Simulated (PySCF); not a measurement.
**Question.** What does the GFN2-xTB structure of `FC1([SiH3])CCC1` look like in three dimensions?

**Answer.** 
Z-matrix in Å and degrees, rows numbered from 1:
```
F 
C   1  1.3968
Si  2  1.9143  1  107.95
C   2  1.5357  1  112.73  3   130.31
C   4  1.5350  2   88.86  1   128.82
C   5  1.5351  4   89.33  2   -14.43
H   3  1.4608  2  107.65  1   -60.42
H   3  1.4646  2  107.04  1   179.98
H   3  1.4607  2  107.43  1    60.64
H   4  1.0883  2  116.53  1  -111.32
H   4  1.0887  2  111.40  1    14.80
H   5  1.0883  4  112.50  2    99.72
H   5  1.0880  4  116.22  2  -133.56
H   6  1.0887  2  111.29  1   -14.83
H   6  1.0884  2  116.60  1   111.28
```

The 4-membered ring C2–C4–C5–C6 has internal angles of 88.9° to 89.3°; it is puckered, 0.10 Å rms from its mean plane, widest ring torsion 14°. All 4 C–C bonds measure 1.535 to 1.536 Å. Si3 (SiH3 silicon) is tetrahedral (angles from 107.0° to 112.2°).

Structure optimised with GFN2-xTB, isolated species.

Point group: Cs (every atom within 0.08 Å of its image). Not checked by GFN2-xTB frequencies. The numbers are those of one conformer (F1–C2–C4–C5 129°, C2–C4–C5–C6 -14°, C4–C5–C6–C2 14°, F1–C2–C6–C5 -129°).

These are computed values.
